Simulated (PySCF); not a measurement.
Core-level binding energies of Be(CCH)2

Species: Be(CCH)2, C₄H₂Be.
Cartesian coordinates in Å at the PBE0-D3(BJ)/def2-SVP level; atoms count from 1:
```xyz
7
C4H2Be angstrom
Be     0.000    0.007    0.000
C      0.002   -0.006    1.632
C      0.004   -0.019    2.855
H      0.005   -0.029    3.932
C     -0.002    0.015   -1.632
C     -0.004    0.016   -2.855
H     -0.006    0.017   -3.932
```

Computed, not measured: delta-SCF UKS SCAN, pcX-2 on the ionised atom, pcseg-1 elsewhere, spin-free X2C (PySCF 2.14.0). Binding energies are ΔSCF values: E(core-ionised, relaxed orbitals) − E(ground state) at a fixed geometry, referred to the vacuum level.

Q: List the computed XPS lines with their assignment.

A: 
```csv
atom(s),bonded to,level,binding energy (eV),above the level's lowest (eV),count
Be1,2 C,Be 1s,120.70,0.00,1
C2/C5,C and Be,C 1s,290.12,0.00,2
C3/C6,C and H,C 1s,290.70,+0.58,2
```

The listed C 1s values span 0.58 eV, from C2/C5 (bonded to C and Be) to C3/C6 (bonded to C and H).

Q: Which effective nuclear charge Zeff reproduces each element's mean 1s value in the hydrogen-like formula E = 13.606 eV × Zeff²?

A: Be (Z = 4): mean 120.7 eV, Zeff = 2.98, Z − Zeff = 1.02; C (Z = 6): mean 290.4 eV, Zeff = 4.62, Z − Zeff = 1.38. Means run over the listed sites, weighted by atom count.

The first atom of each set that the bonding makes equivalent was ionised and stands for the set. The unrestricted hole states depart most from a pure doublet (⟨S²⟩ = 0.75; over 0.85 named) for C 1s of C2/C5 (0.86) and C 1s of C3/C6 (0.88), which makes these values less certain. Geometry: PBE0-D3(BJ)/def2-SVP; no solvent, vibrations or thermal averaging.
